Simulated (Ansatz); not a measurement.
`[NH2][W]([NH2])(=[O])=[S]` and `C[O][W]([NH2])(=[O])=[S]` differ in one atom or group.

Ansatz, PBE0-D4/def2-TZVP geometries, multiplicity 1. Each molecule was computed in one conformer, which needn't be the lowest.

Elements past krypton have def2 core potentials.

| property | `[NH2][W]([NH2])(=[O])=[S]` |
| --- | --- |
| size of the dipole moment (ωB97M-V/def2-TZVPP) / D | 4.35 |
| HOMO–LUMO gap (PBE0/def2-TZVPP) / eV | 5.33 |
| HOMO energy (PBE0/def2-TZVPP) / eV | -7.30 |
| HOMO energy (B3LYP/def2-TZVPP) / eV | -7.05 |
| zero-point energy (PBE0-D4/def2-TZVP) / kJ/mol | 146.3 |
| HOMO–LUMO gap (B3LYP/def2-TZVPP) / eV | 4.90 |

(1) Give the same properties after the change, and the shifts. (Estimate.)

Answers

(1) The calculation gave: 
| property | `C[O][W]([NH2])(=[O])=[S]` | shift |
| --- | --- | --- |
| size of the dipole moment (ωB97M-V/def2-TZVPP) / D | 4.27 | -0.08 |
| HOMO–LUMO gap (PBE0/def2-TZVPP) / eV | 5.36 | 0.03 |
| HOMO energy (PBE0/def2-TZVPP) / eV | -7.37 | -0.07 |
| HOMO energy (B3LYP/def2-TZVPP) / eV | -7.13 | -0.08 |
| zero-point energy (PBE0-D4/def2-TZVP) / kJ/mol | 190.1 | 43.8 |
| HOMO–LUMO gap (B3LYP/def2-TZVPP) / eV | 4.94 | 0.04 |

The zero-point energy changes by 43.8 kJ/mol with +6 modes. Dipoles are sizes alone; their direction can turn.

B3LYP here is the variant with VWN-RPA as its local correlation; programs differ in this.
